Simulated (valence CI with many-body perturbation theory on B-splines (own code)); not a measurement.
# Energy levels of Br30+

Method: relativistic CI+MBPT: three valence electrons over a frozen Dirac-Fock core [He], radial functions for each j: 11 s, 11 p, 10 d, 8 f, 5 g, 2 h, with the one-electron correlation potential Σ1, the two-electron term Σ2, the three-electron term Σ3, Breit, model QED; selected CI, second order for the rest, scaled by the run's own slope (own B-spline code, finite nucleus).

No measured spectrum was set against this ion. As an estimate, large intervals hold to a few tenths of a per cent, small ones and those within an open d or f shell to about a per cent.

Levels 1 to 45 of 211, with energies above the lowest level, (2s^2 2p1/2) J=1/2. "Leading %" is the weight of the configuration and term that name the level; weights of strongly mixed levels are sums over their largest components and can fall short. In the jj column 3d3/2^4 stands for four electrons in 3d with j = 3/2. Lifetimes count E1, E2, E3, M1 and M2 decay at the calculated energies, and are blank where another channel may lead or the interval is too uncertain; long ones can be off by a factor of two.

| No. | Configuration | Term | J | E (Ry) | Leading % | Leading jj | Lifetime | g |
| --- | --- | --- | --- | --- | --- | --- | --- | --- |
| 1 | 2s²2p | ²P° | 1/2 | 0.00 | 99 | 2s^2 2p1/2 (99 %) |  | 0.656 |
| 2 | 2s²2p | ²P° | 3/2 | 3.97 | 98 | 2s^2 2p3/2 (98 %) | 1.35 μs | 1.327 |
| 3 | 2s2p² | ⁴P | 1/2 | 6.07 | 84 | 2s 2p1/2^2 (81 %) | 979 ps | 2.509 |
| 4 | 2s2p² | ⁴P | 3/2 | 8.54 | 97 | 2s 2p1/2 2p3/2 (97 %) | 11.0 ns | 1.706 |
| 5 | 2s2p² | ⁴P | 5/2 | 9.75 | 73 | 2s 2p1/2 2p3/2 (84 %) | 1.27 ns | 1.483 |
| 6 | 2s2p² | ²D | 3/2 | 12.21 | 83 | 2s 2p1/2 2p3/2 (93 %) | 24.1 ps | 0.885 |
| 7 | 2s2p² | ²P | 1/2 | 12.93 | 73 | 2s 2p1/2 2p3/2 (78 %) | 11.1 ps | 1.097 |
| 8 | 2s2p² | ²D | 5/2 | 14.03 | 73 | 2s 2p3/2^2 (84 %) | 78.6 ps | 1.302 |
| 9 | 2s2p² | ²S | 1/2 | 17.17 | 70 | 2s 2p3/2^2 (92 %) | 13.2 ps | 1.708 |
| 10 | 2s2p² | ²P | 3/2 | 17.28 | 83 | 2s 2p3/2^2 (90 %) | 8.64 ps | 1.254 |
| 11 | 2p³ | ⁴S° | 3/2 | 19.47 | 53 | 2p1/2^2 2p3/2 (88 %) | 13.2 ps | 1.591 |
| 12 | 2p³ | ²D° | 3/2 | 22.49 | 57 | 2p1/2 2p3/2^2 (92 %) | 12.8 ps | 1.266 |
| 13 | 2p³ | ²D° | 5/2 | 23.34 | 100 | 2p1/2 2p3/2^2 (100 %) | 16.3 ps | 1.192 |
| 14 | 2p³ | ²P° | 1/2 | 25.12 | 99 | 2p1/2 2p3/2^2 (99 %) | 9.00 ps | 0.656 |
| 15 | 2p³ | ²P° | 3/2 | 28.07 | 64 | 2p3/2^3 (96 %) | 8.45 ps | 1.257 |
| 16 | 2s²3s | ²S | 1/2 | 144.89 | 96 | 2s^2 3s (96 %) | 99.7 fs | 1.998 |
| 17 | 2s²3p | ²P° | 1/2 | 147.26 | 93 | 2s^2 3p1/2 (93 %) | 1.62 ps | 0.667 |
| 18 | 2s²3p | ²P° | 3/2 | 148.37 | 91 | 2s^2 3p3/2 (91 %) | 1.17 ps | 1.337 |
| 19 | 2s2p3s | ⁴P° | 1/2 | 149.56 | 92 | 2s 2p1/2 3s (97 %) | 101 fs | 2.515 |
| 20 | 2s2p3s | ⁴P° | 3/2 | 150.27 | 79 | 2s 2p1/2 3s (85 %) | 91.9 fs | 1.644 |
| 21 | 2s²3d | ²D | 3/2 | 150.48 | 96 | 2s^2 3d3/2 (96 %) | 13.4 fs | 0.798 |
| 22 | 2s²3d | ²D | 5/2 | 150.82 | 96 | 2s^2 3d5/2 (96 %) | 14.5 fs | 1.198 |
| 23 | 2s2p3s | ²P° | 1/2 | 151.06 | 93 | 2s 2p1/2 3s (91 %) | 143 fs | 0.739 |
| 24 | 2s2p3p | ⁴D | 1/2 | 151.61 | 75 | 2s 2p1/2 3p1/2 (98 %) | 151 fs | 0.216 |
| 25 | 2s2p3p | ⁴D | 3/2 | 152.24 | 61 | 2s 2p1/2 3p1/2 (88 %) | 143 fs | 1.203 |
| 26 | 2s2p3p | ⁴P | 3/2 | 153.18 | 27 | 2s 2p1/2 3p3/2 (96 %) | 101 fs | 1.450 |
| 27 | 2s2p3p | ⁴P | 1/2 | 153.29 | 62 | 2s 2p1/2 3p1/2 (88 %) | 107 fs | 2.147 |
| 28 | 2s2p3s | ⁴P° | 5/2 | 153.44 | 98 | 2s 2p3/2 3s (98 %) | 73.8 fs | 1.593 |
| 29 | 2s2p3p | ²P | 1/2 | 153.68 | 51 | 2s 2p1/2 3p3/2 (85 %) | 40.5 fs | 1.144 |
| 30 | 2s2p3p | ⁴D | 5/2 | 153.74 | 71 | 2s 2p1/2 3p3/2 (85 %) | 1.35 ps | 1.377 |
| 31 | 2s2p3p | ²D | 3/2 | 154.07 | 54 | 2s 2p1/2 3p3/2 (90 %) | 45.1 fs | 1.232 |
| 32 | 2s2p3s | ²P° | 3/2 | 154.34 | 85 | 2s 2p3/2 3s (96 %) | 91.6 fs | 1.377 |
| 33 | 2s2p3d | ⁴F° | 3/2 | 154.63 | 81 | 2s 2p1/2 3d3/2 (97 %) | 83.4 fs | 0.508 |
| 34 | 2s2p3d | ⁴F° | 5/2 | 155.11 | 73 | 2s 2p1/2 3d3/2 (51 %) | 41.9 fs | 1.089 |
| 35 | 2s2p3d | ⁴P° | 5/2 | 155.62 | 43 | 2s 2p1/2 3d5/2 (68 %) | 18.9 fs | 1.368 |
| 36 | 2s2p3d | ⁴D° | 3/2 | 155.84 | 50 | 2s 2p1/2 3d3/2 (60 %) | 11.7 fs | 1.307 |
| 37 | 2s2p3d | ⁴F° | 7/2 | 155.88 | 60 | 2s 2p1/2 3d5/2 (87 %) | 22.6 fs | 1.271 |
| 38 | 2s2p3d | ⁴D° | 1/2 | 155.88 | 74 | 2s 2p1/2 3d3/2 (87 %) | 9.43 fs | 0.311 |
| 39 | 2s2p3p | ⁴P | 3/2 | 156.10 | 51 | 2s 2p3/2 3p1/2 (96 %) | 119 fs | 1.586 |
| 40 | 2s2p3p | ⁴P | 5/2 | 156.30 | 40 | 2s 2p3/2 3p1/2 (92 %) | 76.3 fs | 1.393 |
| 41 | 2s2p3d | ²D° | 3/2 | 156.52 | 47 | 2s 2p1/2 3d5/2 (51 %) | 18.5 fs | 1.006 |
| 42 | 2s2p3d | ²F° | 5/2 | 156.68 | 64 | 2s 2p1/2 3d5/2 (78 %) | 17.8 fs | 1.025 |
| 43 | 2s2p3p | ⁴D | 7/2 | 156.73 | 100 | 2s 2p3/2 3p3/2 (100 %) | 30.0 ps | 1.423 |
| 44 | 2s2p3s | ²P° | 1/2 | 156.90 | 94 | 2s 2p3/2 3s (89 %) | 68.9 fs | 0.719 |
| 45 | 2s2p3p | ²P | 3/2 | 156.97 | 43 | 2s 2p3/2 3p3/2 (95 %) | 59.6 fs | 1.533 |

The ionisation energy to 2s² ¹S0 of the next ion comes out as 3524.2 eV (NIST: 3523.1 ± 2.2 eV (semi-empirical)). All 211 levels together are meant to be complete up to 211.82 Ry.
